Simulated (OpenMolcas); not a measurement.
Computed levels of 3s2 3p2 in ions with 14 electrons, in cm-1 above 3P0.

```yaml
Program: OpenMolcas 26.06
Method: SS-CASPT2, IPEA 0.25 Eh, imaginary shift 0.1 Eh
Basis: ANO-RCC-VQZP
Scalar_Hamiltonian: DKH2, point nucleus
Spin-orbit_coupling: state interaction with AMFI integrals over the reference wave functions, term energies averaged over their components
```

Active space for each ion: 4 electrons in 4 orbitals (3s 3p); closed shells correlated by CASPT2: 2s 2p.

| Level | P+ | S2+ | Ar4+ |
| --- | --- | --- | --- |
| 3P1 | 144 | 264 | 692 |
| 3P2 | 411 | 740 | 1851 |
| 1D2 | 8150 | 10620 | 15620 |
| 1S0 | 19630 | 25290 | 36160 |

Task: Estimate 3P2, 1D2, 1S0 for Cl3+ from its neighbours S2+ and Ar4+.

Result: 3P2 is fine structure, which grows about as the fourth power of a screened charge, so the fourth roots are averaged: ((740^0.25 + 1851^0.25) / 2)^4 = 1201. The calculation gives 1206, so the estimate is off by -0.4 %; the measured value is 1341 (Moore, Atomic Energy Levels, vol. I, NSRDS-NBS 35 (1971 reprint of NBS Circular 467, 1949)).
1D2 is another term, which grows about linearly with the charge: (10620 + 15620) / 2 = 13120. The calculation gives 13120, so the estimate is off by 0 %; the measured value is 13766 (Moore, Atomic Energy Levels, vol. I, NSRDS-NBS 35 (1971 reprint of NBS Circular 467, 1949)).
1S0 is another term, which grows about linearly with the charge: (25290 + 36160) / 2 = 30725. The calculation gives 30790, so the estimate is off by -0.2 %; the measured value is 32550 (Moore, Atomic Energy Levels, vol. I, NSRDS-NBS 35 (1971 reprint of NBS Circular 467, 1949)).

CASPT2 does not keep the components of a term degenerate, so their means are used; among the terms shown or strongly mixed into the levels shown the widest spread is 24 cm-1 (3s2 3p2 1D, Ar4+). Over all roots computed the reference weight is 0.85 to 0.98 in P+, 0.85 to 0.99 in S2+, 0.86 to 0.99 in Cl3+, 0.86 to 0.99 in Ar4+; the roots of lowest weight are the least certain, and an intruder state may touch them. Measured partners are found by configuration, term and J. A level has none where our copy of the source lacks it or the pairing is in doubt (some pairs that miss far off the trend of their configuration count as doubtful), and it then counts in no deviation. Levels of configurations outside the active space are missing.
